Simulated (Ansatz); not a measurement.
Geometry optimisation, RKS BHLYP-D4/def2-mTZVP in Ansatz 0.2.0.

Input:

```yaml
crystal:
  periodic: [false, false, false]
  atoms:
    - { symbol: Sn, position_ang: [0.0, 0.0, 0.0] }
    - { symbol: H, position_ang: [1.0906, 0.0, 1.6043] }
    - { symbol: O, position_ang: [2.0665, 0.0, 0.6288] }
    - { symbol: H, position_ang: [2.3829, -0.9521, 0.5121] }
    - { symbol: O, position_ang: [-0.9232, 1.5994, -0.6527] }
    - { symbol: H, position_ang: [-1.881, 1.3686, -0.8751] }
    - { symbol: Cl, position_ang: [-1.1351, -1.9666, -0.8025] }
basis:
  gaussian: { orbitals: def2-mTZVP }
hamiltonian:
  xc: { name: BHLYP }
  dispersion: d4
relax:
  f_tol: 0.15
  max_steps: 25
  restrain:
    - { distance: [1, 2], at: 1.01, k: 30.0 }
    - { distance: [0, 1], at: 2.94, k: 30.0 }
    - { distance: [0, 2], at: 3.16, k: 30.0 }
```

Command:

```bash
$ ansatz run input.yaml --threads 4 --pin off --max-ram 5120MiB --backend cpu --events-out ev --progress --plain --runs-dir out
```

Where does it end, and by what steps?

The run converged. The restraints hold the end off the free minimum. After 23 steps the energy has fallen by 3.726 eV (the restraints' own energy left out); Sn1 moved furthest, 1.32 Å. Parted: Sn1–H2, Sn1–O3. Joined: H2–O3.

| step | energy less start (eV) | largest force component (eV/Å) | accepted |
| --- | --- | --- | --- |
| 0 | 0.0000 | 2.278 | yes |
| 1 | -0.0857 | 3.471 | yes |
| 2 | -0.4576 | 4.321 | yes |
| 3 | -1.4628 | 4.469 | yes |
| 4 | -2.7343 | 1.347 | yes |
| 5 | -3.1669 | 1.092 | yes |
| 6 | -3.3161 | 1.775 | yes |
| 7 | -3.4163 | 0.777 | yes |
| 8 | -3.5147 | 0.823 | yes |
| 9 | -3.5630 | 0.879 | yes |
| 10 | -3.6001 | 0.956 | yes |
| 11 | -3.5604 | 2.218 | no |
| 12 | -3.6218 | 0.925 | yes |
| 13 | -3.6305 | 0.939 | yes |
| 14 | -3.6313 | 1.110 | yes |
| 15 | -3.6380 | 1.005 | yes |
| 16 | -3.6519 | 0.908 | yes |
| 17 | -3.6821 | 0.836 | yes |
| 18 | -3.6633 | 1.786 | no |
| 19 | -3.6942 | 0.839 | yes |
| 20 | -3.7045 | 0.878 | yes |
| 21 | -3.7038 | 1.183 | yes |
| 22 | -3.7045 | 1.067 | no |
| 23 | -3.7260 | 0.933 | yes |

```xyz
7
Properties=species:S:1:pos:R:3
Sn -1.015 0.279 0.797
H 1.691 -0.648 1.525
O 2.111 -0.056 0.870
H 2.157 -0.598 0.079
O -1.443 1.519 -0.665
H -1.363 1.187 -1.559
Cl -0.537 -1.635 -0.632
```

The run took 38 s on 4 threads of Intel(R) Xeon(R) Platinum 8488C (Sapphire Rapids), on a shared host, peak memory 0.3 GiB.
